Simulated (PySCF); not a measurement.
Species: C₄H₇GaO₃S.
SMILES with atom numbers: `[CH3:1][S@@:2](=[O:3])[C:4]1=[CH:5][O:6][GaH2-:7][O+:8]=[CH:9]1`

Geometry (PBE0-D3(BJ)/def2-SVP, Å), atoms numbered from 1 in this order:
```xyz
16
C4H7GaO3S angstrom
C      3.2107   -0.2476    0.7688
S      2.6160    1.1861   -0.1715
O      2.6615    0.7529   -1.6109
C      0.8856    1.1114    0.3195
C      0.4395    1.9181    1.3709
O     -0.7420    2.0018    1.7995
Ga    -2.2621    0.9273    1.1418
O     -1.2210    0.2756   -0.3967
C      0.0228    0.4091   -0.5384
H      4.2698   -0.3735    0.5031
H      2.6337   -1.1282    0.4530
H      3.1039   -0.0669    1.8479
H      1.1854    2.5630    1.8757
H     -2.3959   -0.2822    2.1207
H     -3.3234    1.9302    0.6011
H      0.4875   -0.0338   -1.4384
```

Computed with PySCF, delta-SCF UKS SCAN, pcX-2 on the ionised atom, pcseg-1 elsewhere, spin-free X2C. These are vertical core ionisation energies against the vacuum level, from separate self-consistent calculations with and without the core hole.

Some binding energies are withheld.

| atom(s) | bonded to | level | binding energy (eV) |
| --- | --- | --- | --- |
| C1 | S and 3 H | C 1s | ? |
| C4 | S, C (double bond) and C | C 1s | 290.86 |
| O3 | S (double bond) | O 1s | ? |
| O6 | C and Ga | O 1s | 538.48 |
| O8 | C (double bond) and Ga | O 1s | 538.42 |
| S2 | O (double bond) and 2 C | S 1s | ? |

Problem. Fill in O 1s for O3.

Solution. 536.70 eV (sulfinyl oxygen). The nearest listed O 1s value is that of O8; the shift against it is -1.72 eV.

Problem. Fill in S 1s for S2.

Solution. 2480.39 eV (sulfinyl sulfur).

Problem. What is the C 1s binding energy of C1?

Solution. 291.36 eV (S-methyl carbon). The other listed C 1s value is that of C4; the shift against it is +0.50 eV.

The listed O 1s values span 1.78 eV, from O3 (bonded to S (double bond)) to O6 (bonded to C and Ga). The widest gap between neighbouring values is 1.72 eV, between 536.70 and 538.42 eV. Summing the Pauling electronegativity differences to the bonded atoms, each weighted by its formal bond order, gives -1.72 for the lowest site and -2.52 for the highest; the largest sum, -1.72, belongs to O3, 1.78 eV below the top. The smallest sum, -3.41, belongs to O8, 1.72 eV above the lowest.

Problem. What is the longest wavelength that can ionise C 1s of C1 vertically?

Solution. λ = hc/E = 12398.42 eV Å / 291.36 eV = 42.554 Å.

The list is incomplete; no value stands for C 1s of C5, C9 (hole states with ⟨S²⟩ of 1 or more are left out). No level of gallium is listed. One conformer (not necessarily the lowest) at the PBE0-D3(BJ)/def2-SVP geometry, without solvent, vibrations or thermal averaging.
